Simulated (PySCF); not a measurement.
A structure optimised at r2SCAN-D4/def2-SVP, used in a PySCF frequency run:

```xyz
8

B     -1.0377    -0.7300     0.0000
Cl     0.4523    -1.7083     0.0000
H     -2.0965    -1.3000     0.0000
O     -0.9627     0.6071     0.0000
Si     0.3673     1.6595     0.0000
H     -0.2065     3.0290     0.0000
H      1.1812     1.4356     1.2252
H      1.1812     1.4356    -1.2252
```

### Question
Write its SMILES, formula and point group.

### Answer
[SiH3]OBCl, BClH₄OSi, Cs

### Question
What are its rotational constants (standard atomic weights)?

### Answer
10.616, 2.4042, 2.0074 GHz
